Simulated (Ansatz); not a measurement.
formaldehyde (CH2O), singlet, at a GFN2-xTB geometry, atoms displaced at random by about 0.05 Å a coordinate; PBE0/6-31G** (Ansatz, a first-principles code).

The Ansatz input:
Ansatz 0.2 input:
```yaml
crystal:
  periodic: [false, false, false]
  atoms:
    - {symbol: O, position_ang: [-0.05269361, 0.02867767, 0.60094153]}
    - {symbol: C, position_ang: [0.01844810, -0.02708043, -0.70365064]}
    - {symbol: H, position_ang: [0.00456585, 0.93476904, -1.20512104]}
    - {symbol: H, position_ang: [0.13488519, -0.99504616, -1.15539963]}
basis:
  gaussian:
    orbitals: 6-31G__.json
hamiltonian:
  xc: pbe0
relax: {f_tol: 0.1}
```
The basis file holds 6-31G** in the JSON format of the Basis Set Exchange.

Output, abridged:

```
Functional definition: PBE0
409 factors; integrals over basis functions are off by at most 2.6e-4 eV
mean field evaluation 1: about -3109.1762 eV, gradient 3.6e1 eV
mean field evaluation 2: about -3099.7488 eV, gradient 7.8e1 eV
mean field evaluation 4: about -3111.7172 eV, gradient 2.0e0 eV
mean field evaluation 8: about -3111.7252 eV, gradient 1.1e-2 eV
mean field -3111.72515353 eV, -114.3537901893 hartree, gradient 8.7e-5 eV, S^2 0.000000; 0 other end points of the search recorded, 0 dependent functions left out
the calculation of the forces begins
reference -3111.72516278 eV, -114.3537905290 hartree; 8, 8 occupied and 32, 32 virtual orbitals, 409 factors
relax step   1: F+E_penalty+E_count = -3111.72515353 eV  Δ(F+E_penalty+E_count) = +0.000e0 eV  max|allowed force component| = 7.773e0 eV/Å  Δτ_max = 0.0000 Å  (21 SCF iters, accepted)
these checks for a lower state are left out or cut short: starts, cluster_reference, orbital_swaps, neighbouring_geometries, increment
409 factors; integrals over basis functions are off by at most 3.6e-4 eV
mean field evaluation 16: about -3111.5992 eV, gradient 2.0e-5 eV
mean field -3111.59917297 eV, -114.3491604891 hartree, gradient 2.9e-5 eV, S^2 0.000000; 0 other end points of the search recorded, 0 dependent functions left out
the calculation of the forces begins
reference -3111.59918233 eV, -114.3491608331 hartree; 8, 8 occupied and 32, 32 virtual orbitals, 409 factors
relax step   2: F+E_penalty+E_count = -3111.59917297 eV  Δ(F+E_penalty+E_count) = +1.260e-1 eV  max|allowed force component| = 4.580e0 eV/Å  Δτ_max = 0.1977 Å  (27 SCF iters, rejected (line search))
these checks for a lower state are left out or cut short: starts, cluster_reference, orbital_swaps, neighbouring_geometries, increment
409 factors; integrals over basis functions are off by at most 3.1e-4 eV
mean field -3112.14612226 eV, -114.3692605046 hartree, gradient 1.4e-5 eV, S^2 0.000000; 0 other end points of the search recorded, 0 dependent functions left out
the calculation of the forces begins
reference -3112.14613227 eV, -114.3692608727 hartree; 8, 8 occupied and 32, 32 virtual orbitals, 409 factors
relax step   3: F+E_penalty+E_count = -3112.14612226 eV  Δ(F+E_penalty+E_count) = -4.210e-1 eV  max|allowed force component| = 2.893e0 eV/Å  Δτ_max = 0.0989 Å  (27 SCF iters, accepted)
these checks for a lower state are left out or cut short: starts, cluster_reference, orbital_swaps, neighbouring_geometries, increment
409 factors; integrals over basis functions are off by at most 3.0e-4 eV
mean field -3112.18600365 eV, -114.3707261185 hartree, gradient 2.2e-5 eV, S^2 0.000000; 0 other end points of the search recorded, 0 dependent functions left out
the calculation of the forces begins
reference -3112.18601346 eV, -114.3707264792 hartree; 8, 8 occupied and 32, 32 virtual orbitals, 409 factors
relax step   4: F+E_penalty+E_count = -3112.18600365 eV  Δ(F+E_penalty+E_count) = -3.988e-2 eV  max|allowed force component| = 1.780e-1 eV/Å  Δτ_max = 0.0143 Å  (22 SCF iters, accepted)
these checks for a lower state are left out or cut short: starts, cluster_reference, orbital_swaps, neighbouring_geometries, increment
409 factors; integrals over basis functions are off by at most 3.0e-4 eV
mean field evaluation 32: about -3112.1863 eV, gradient 1.2e-4 eV
mean field -3112.18628140 eV, -114.3707363258 hartree, gradient 1.2e-5 eV, S^2 0.000000; 0 other end points of the search recorded, 0 dependent functions left out
the calculation of the forces begins
reference -3112.18629120 eV, -114.3707366858 hartree; 8, 8 occupied and 32, 32 virtual orbitals, 409 factors
relax step   5: F+E_penalty+E_count = -3112.18628140 eV  Δ(F+E_penalty+E_count) = -2.778e-4 eV  max|allowed force component| = 2.672e-2 eV/Å  Δτ_max = 0.0025 Å  (21 SCF iters, accepted)
409 factors; integrals over basis functions are off by at most 3.0e-4 eV
mean field -3112.18628140 eV, -114.3707363258 hartree, gradient 1.2e-5 eV, S^2 0.000000; 1 other end points of the search recorded, 0 dependent functions left out
the calculation of the forces begins
reference -3112.18629120 eV, -114.3707366858 hartree; 8, 8 occupied and 32, 32 virtual orbitals, 409 factors
Total energy: -3112.18629120 eV, -114.3707366858 hartree
Atom 0 at    -0.044883     0.018990     0.580937 Å, force     0.000615    -0.000801    -0.010655 eV/Å
Atom 1 at     0.026494    -0.014774    -0.619160 Å, force     0.001761    -0.000870    -0.026722 eV/Å
Atom 2 at    -0.000050     0.904689    -1.242458 Å, force     0.000478    -0.023920     0.018963 eV/Å
Atom 3 at     0.123645    -0.967585    -1.182549 Å, force    -0.002853     0.025591     0.018414 eV/Å
Dipole moment:     0.027405    -0.012957    -0.460737 e Å
```
